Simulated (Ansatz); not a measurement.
One change: `[F][Sb]([SiH3])[SiH3]` becomes `[F][Sb]([SiH3])[Cl]`.

Ansatz, PBE0-D4/def2-TZVP geometries, multiplicity 1. 

Elements past krypton have def2 core potentials.

```tsv
property	`[F][Sb]([SiH3])[SiH3]`
size of the dipole moment (ωB97M-V/def2-TZVPP) / D	2.29
HOMO–LUMO gap (PBE/def2-TZVPP) / eV	3.49
LUMO energy (B3LYP/def2-TZVPP) / eV	-2.11
size of the dipole moment (B3LYP/def2-TZVPP) / D	2.27
zero-point energy (PBE0-D4/def2-TZVP) / kJ/mol	133.9
HOMO–LUMO gap (B3LYP/def2-TZVPP) / eV	4.92
```

Question: Give the same properties after the change, and the shifts. (An estimate is asked.)

Answer: The calculation gave: 
```csv
property,`[F][Sb]([SiH3])[Cl]`,shift
size of the dipole moment (ωB97M-V/def2-TZVPP) / D,3.02,0.73
HOMO–LUMO gap (PBE/def2-TZVPP) / eV,3.65,0.16
LUMO energy (B3LYP/def2-TZVPP) / eV,-2.08,0.03
size of the dipole moment (B3LYP/def2-TZVPP) / D,2.98,0.71
zero-point energy (PBE0-D4/def2-TZVP) / kJ/mol,72.3,-61.6
HOMO–LUMO gap (B3LYP/def2-TZVPP) / eV,5.08,0.16
```

The zero-point energy changes by -61.6 kJ/mol with -9 modes. Dipoles are sizes alone; their direction can turn.

B3LYP here is the variant with VWN-RPA as its local correlation; programs differ in this.

Spin–orbit coupling is left out; it splits and shifts lone-pair levels of the heavy atoms by tenths of an eV.
